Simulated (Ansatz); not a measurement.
Calculated with Ansatz (gas phase, PBE0-D4/def2-TZVP geometries, no zero-point term in ΔE). CBS: MP2 limit from def2 TZ/QZ plus the TZ coupled-cluster correction, frozen cores. This one scheme is used for every species. DFT in def2-TZVPP. Each species was taken in one conformer, which may not be the lowest.

Reaction (ligand exchange at the Si–N bond): `N[SiH](N)Cl` + HCl → `N[SiH](Cl)Cl` + NH₃

```json
{"level": "PBE0-D4", "ΔE (kJ/mol)": "-35.0"}
{"level": "BLYP", "ΔE (kJ/mol)": "-32.9"}
{"level": "SCS-MP2/def2-TZVPP", "ΔE (kJ/mol)": "-30.6"}
{"level": "CCSD/CBS(def2)", "ΔE (kJ/mol)": "-30.7"}
```

(1) What does CCSD(T)/CBS give? (An estimate is asked.)

Largest T1 diagnostic among the species: 0.009.

Answers

(1) Computed: -31.8 kJ/mol. The listed levels differ from it by -3.2, -1.1, 1.2, 1.1 kJ/mol.

From BLYP to BHLYP (50 % exact exchange), in def2-TZVPP and without D4, ΔE moves by +3.3 kJ/mol. Leaving LDA and LC-ωPBE aside and taking each functional with its dispersion term where it has one, the values, not all of them listed here, spread over 8.7 kJ/mol, from PBE-D4 to CAM-B3LYP-D4. LDA lies +9.1 kJ/mol from PBE without D4.
